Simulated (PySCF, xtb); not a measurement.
H3O4S, SMILES O=S(O)(O)=[OH+], charge +1.

The structure is a stationary point at B3LYP-D3(BJ)/def2-SVP. The isomer is the one that the SMILES or the coordinates give; other isomers of the formula were not compared. Other conformers were not sampled.

Computed with PySCF with IEF-PCM-M06-2X/def2-SVP.

The values are the electrostatic part of the solvation free energy, E(continuum) − E(gas) at the gas-phase geometry, in a cavity of scaled van der Waals radii (PySCF's table); cavitation and dispersion terms are not included. In vacuum the orbital gap is 13.23 eV.

Computed values in water (ε = 78.36), toluene (ε = 2.37), chloroform (ε = 4.71):
| solvent | ε | ΔG(elec) (kcal/mol) | gap (eV) |
|---|---|---|---|
| water | 78.36 | -74.9 | 13.53 |
| toluene | 2.37 | -42.2 | 13.38 |
| chloroform | 4.71 | -58.5 | 13.45 |

For comparison, GFN2-xTB/ALPB(water) (xtb, at the GFN2-xTB geometry, all terms of that model) gives -84.9 kcal/mol.
